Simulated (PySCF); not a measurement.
CH4F2Ge, SMILES [CH3][GeH]([F])[F]. Heavy atoms are numbered as in [GeH:1]([CH3:2])([F:3])[F:4]. Hydrogens are named by the atom that carries them.

Coordinates come from a B3LYP-D3(BJ)/def2-SVP optimisation.

Method: PBE0/pcSseg-1 (PySCF).

GIAO shieldings, no solvent; atoms alike by connectivity are averaged. δ = σ(ref) − σ: ⁷³Ge against GeH4 (σ = 1658.3 ppm); ¹³C against TMS (σ = 186.3 ppm); ¹⁹F against CFCl3 (σ = 167.2 ppm); ¹H against TMS (σ = 31.56 ppm), references at their B3LYP-D3(BJ)/def2-TZVP geometries, non-relativistic.

```json
[
 {"atoms": "Ge1 (GeH)", "nucleus": "⁷³Ge", "count": "1", "δ (ppm)": "…"},
 {"atoms": "C2 (CH3)", "nucleus": "¹³C", "count": "1", "δ (ppm)": "4.5"},
 {"atoms": "F3", "nucleus": "¹⁹F", "count": "2", "δ (ppm)": "…"},
 {"atoms": "H on Ge1", "nucleus": "¹H", "count": "1", "δ (ppm)": "6.23"},
 {"atoms": "H on C2", "nucleus": "¹H", "count": "3", "δ (ppm)": "1.12"}
]
```

Question: Complete the blanks. (Estimate from the structure and the level; the computed values follow.)

Answer: 
- Ge1 (GeH), δ (ppm): 406.4
- F3, δ (ppm): -170.3
